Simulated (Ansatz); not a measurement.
System: C₇H₁₅ (charge 0, doublet). It need not be the lowest isomer of its formula. SMILES: [CH2]C(C)(C)C(C)C
Coordinates optimised at B3LYP-D3(BJ)/def2-TZVP (Ansatz, an electronic-structure program):
```xyz
22

C      1.5856    -0.9298    -0.8775
C      0.8125    -0.3766     0.3224
C      1.6026     0.7658     0.9642
C     -0.6633    -0.0130    -0.0351
C     -1.3770    -1.2496    -0.4803
C     -0.7487     1.0568    -1.1352
C     -1.3917     0.5216     1.2229
H      1.0330    -1.7248    -1.3801
H      1.7904    -0.1477    -1.6116
H      2.5472    -1.3349    -0.5568
H      0.7406    -1.1802     1.0653
H      1.1522     1.1147     1.8928
H      1.6908     1.6195     0.2887
H      2.6159     0.4323     1.1970
H     -2.2170    -1.1892    -1.1599
H     -1.1914    -2.1966     0.0109
H     -0.2995     0.7127    -2.0666
H     -1.7935     1.2983    -1.3406
H     -0.2509     1.9795    -0.8343
H     -2.4554     0.6503     1.0176
H     -0.9921     1.4894     1.5311
H     -1.2909    -0.1745     2.0579
```
Charge 0, spin multiplicity 2.

Parts of the frozen-core correlation energy in cc-pVDZ (Ansatz, hartree). Frozen orbitals: 7; correlated occupied orbitals by spin: 22 and 21; virtual: 144 and 145. Open shells are spin-unrestricted. No spin-orbit coupling. No relativistic terms.

| term | value |
|---|---|
| reference (HF) | -273.78254 |
| MP2 opposite-spin | -0.76502 |
| MP2 same-spin | -0.23088 |
| CCSD correlation | -1.09325 |
| (T) | -0.03358 |
| T1 diagnostic | 0.008 |
| largest doubles amplitude | 0.010 |
| <S^2> of the reference | 0.763 |
